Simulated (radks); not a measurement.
Values are calculated unless marked as measured or tabulated.
Species: the helium ion He+. Configuration: 1s1. Code: a radial shooting solver on a logarithmic mesh with Libxc functionals. Model: non-relativistic Kohn-Sham, exchange-only B88, spin-polarised, spherical densities, point nucleus; open shells are filled with parallel spins first.

Normalised radial functions P(r) = r R(r), r in bohr:

r         1s up
0.03394  0.1815
0.04246  0.2232
0.05355  0.2751
0.067    0.3349
0.08449  0.4074
0.1057   0.4881
0.1333   0.5817
0.1668   0.6795
0.2103   0.7838
0.2631   0.8802
0.3318   0.9648
0.4151   1.0190
0.5236   1.0321
0.655    0.9914
0.826    0.8888
1.033    0.7377
1.303    0.5482
1.63     0.3635
2.056    0.2026
2.572    0.0953

1s up: eigenvalue -41.894 eV, 0 radial nodes, <r> = 0.759 bohr, 90 % of the charge inside 1.36 bohr.
